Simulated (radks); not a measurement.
Ionisation ladder of chromium, from Cr VI to Cr X. Each ion is in the ground configuration listed by NIST, and IE = E(next ion) - E(this ion). All-electron calculation, non-relativistic Kohn-Sham, TPSS, spin-polarised, spherical densities, point nucleus; open shells are filled with parallel spins first; meta-GGA in the generalised Kohn-Sham scheme. Program: a radial shooting solver on a logarithmic mesh with Libxc functionals.

species  configuration  E (hartree)  IE, Delta-SCF (eV)  -e(HOMO) (eV)     HOMO  <r> HOMO (bohr)  IE, NIST (eV)       kind  error (eV)
Cr VI         [Ar] 3d1  -1038.04364              90.960         79.893    3d up            0.950         90.635       exp.      +0.325
Cr VII            [Ar]  -1034.70092              160.58         148.75       3p            0.874          160.3  semi-emp.        +0.3
Cr VIII   [Ne] 3s2 3p5  -1028.79969              184.56         172.50  3p down            0.854          184.8  semi-emp.        -0.2
Cr IX     [Ne] 3s2 3p4  -1022.01711              208.70         196.66  3p down            0.835          209.5  semi-emp.        -0.8
Cr X      [Ne] 3s2 3p3  -1014.34744              242.78         229.46    3p up            0.811          244.5  semi-emp.        -1.7

Reference values: NIST Atomic Spectra Database (exp. = measured, semi-emp. = semi-empirical, theory = theoretical value adopted there). The ionisation energy per charge of the ion left behind rises most, in proportion, at Cr VII ([Ar]), from 15.160 to 22.940 eV. Against the entries that are not theoretical the mean signed error is -0.1 % and the largest -0.7 %. Open shells are spherical and high-spin; term and fine-structure splittings are not resolved.
